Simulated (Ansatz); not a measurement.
Basis sets compared for Cu(NH3)Br (CuBrNH₃). Charge 0, multiplicity 1. Geometry PBE0-D4/def2-TZVP. Ansatz on 4 threads of Arm Neoverse V1 on a shared host; times are rough, and most runs start from earlier orbitals.

| atom | x (Å) | y (Å) | z (Å) |
| --- | --- | --- | --- |
| Cu1 | 0.575 | 0.407 | -0.863 |
| N2 | -0.431 | -0.303 | 0.645 |
| H3 | -0.860 | 0.440 | 1.187 |
| H4 | 0.167 | -0.832 | 1.272 |
| H5 | -1.174 | -0.923 | 0.336 |
| Br6 | 1.723 | 1.211 | -2.577 |

The 6-31G sets use Cartesian d functions.

Binding counts from free atoms (Cu doublet, N quartet, H doublet, Br doublet) in the same basis, without a counterpoise term.

```tsv
level	functions	energy (Eh)	HOMO (eV)	LUMO (eV)	binding per atom (eV)	wall time
HF/6-31G	73	-4266.9476	-9.07	2.10	2.09	0.5 s
HF/def2-TZVP	142	-4267.6647	-9.13	1.50	2.00	1.1 s
PBE-D4/def2-SVP	92	-4270.0303	-4.44	-1.32	3.11	0.8 s
PBE-D4/def2-TZVP (with forces)	142	-4270.6670	-5.02	-1.67	3.04	1.5 s
r2SCAN-D4/def2-TZVP	142	-4271.3049	-5.21	-1.09	3.01	2.6 s
PBE0-D4/def2-SVP	92	-4270.1336	-5.92	-0.55	3.02	1.1 s
PBE0-D4/def2-TZVP	142	-4270.7568	-6.36	-0.87	2.97	2 s
```

Question: Estimate the rows for PBE-D4/def2-TZVPD, r2SCAN-D4/def2-TZVPD, PBE0-D4/def2-TZVPD.

Answer: 
```
               level  functions  energy (Eh)  HOMO (eV)  LUMO (eV)  binding per atom (eV)  wall time
   PBE-D4/def2-TZVPD        169   -4270.6705      -5.14      -1.92                   3.06      1.6 s
r2SCAN-D4/def2-TZVPD        169   -4271.3075      -5.30      -1.34                   3.02      3.5 s
  PBE0-D4/def2-TZVPD        169   -4270.7595      -6.46      -1.20                   2.98      2.5 s
```
